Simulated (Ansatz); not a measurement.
# Worked example: the barrier

An elementary step of SiH3F3, singlet (SiHF₃ ([F][SiH]([F])[F]) + H₂ → SiH₂F₂ ([F][SiH2][F]) + HF; bonds formed: Si1–H7, F2–H6; bonds broken: Si1–F2, H6–H7). “Start” is the structure reached by relaxing down from the saddle towards the reactants; PBE0-D4/def2-TZVP structures. The saddle:

Si1  (-0.165, 0.346, -0.182)
F2  (1.357, -0.292, 0.755)
F3  (-1.511, 0.211, -1.039)
F4  (-0.651, 1.147, 1.087)
H5  (0.724, 1.007, -1.136)
H6  (0.557, -1.121, 0.478)
H7  (-0.311, -1.297, 0.036)
(Å)

Computed with Ansatz 0.2.0 (basis: def2-TZVPP and def2-QZVPP); correlated methods freeze the cores.

Energies in eV:

| quantity | saddle | start |
| --- | --- | --- |
| Hartree–Fock, triple zeta (X = 3) | -16033.14292 | -16036.55812 |
| Hartree–Fock, quadruple zeta (X = 4) | -16033.80716 | -16037.24762 |
| MP2 correlation, X = 3 | -25.04816 | -24.36897 |
| MP2 correlation, X = 4 | -27.37510 | -26.67644 |
| CCSD(T) correlation, X = 3 | -26.08348 | -25.42583 |

Task: Work out the barrier at the basis limit: extrapolate Hartree–Fock as E(X) = E∞ + A exp(−7.88 √X) and the MP2 correlation as E(X) = E∞ + B X^−2.97 (the exponents that Neese and Valeev fitted for def2-TZVPP and QZVPP), then add CCSD(T) − MP2 in triple zeta.

Result: Each step is linear, so take the differences first (saddle − start): Hartree–Fock 3.41520 (X = 3) and 3.44046 (X = 4); MP2 correlation -0.67919 and -0.69866; CCSD(T) correlation -0.65765.
Two points give E∞ = E(4) + w [E(4) − E(3)], with w = 1/(exp(7.88 (2 − √3)) − 1) = 0.1377 for Hartree–Fock and w = 1/((4/3)^2.97 − 1) = 0.7407 for the correlation.
Hartree–Fock: 3.44046 + 0.1377 × 0.02526 = 3.4439 eV.
MP2 correlation: -0.69866 + 0.7407 × (-0.01947) = -0.7131 eV.
CCSD(T) − MP2: -0.65765 − (-0.67919) = 0.0215 eV.
Sum: 3.4439 + (-0.7131) + 0.0215 = 2.7523 eV, or 63.47 kcal/mol. Plain CCSD(T) in triple zeta gives 2.7576 eV, so the larger basis shifts the result by -0.0053 eV.

No T1 diagnostic of these runs exceeds 0.013.

Labels in which every atom is bracketed show which atoms are joined, not bond orders.

For scale, one of the runs: CCSD(T)/def2-TZVPP, 177 basis functions, launched by `ansatz run in.yaml --threads 2 --pin off --events-out ev --progress --plain --max-ram 4352MiB`. The run took 59 s on 2 CPU threads (shared host), with 1.8 GiB of host memory at its peak.
